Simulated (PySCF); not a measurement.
Be(H)(OH) (BeH2O), SMILES [BeH][OH]. Atoms are numbered in the order given.

```xyz
4

Be    -0.0301     0.8599     0.0000
H     -0.0650     2.1851     0.0000
O      0.0766    -0.5354     0.0000
H     -0.4278    -1.3414     0.0000
```
Charge 0, spin multiplicity 1.

Geometry optimised at B3LYP-D3(BJ)/def2-TZVPD.

Calculation: B3LYP/pcJ-2 in PySCF.

Isotropic couplings with Fermi-contact, spin-dipole and both spin-orbit terms, one fixed conformer, no vibrational averaging. Isotopes: 1H.

Q: Estimate the spin–spin coupling constants. (An estimate is asked for; the answer gives what the named calculation found.)

A: 
| pair | bonds apart | J (Hz) |
|---|---|---|
| H2–H4 | 3 | 0.7 |
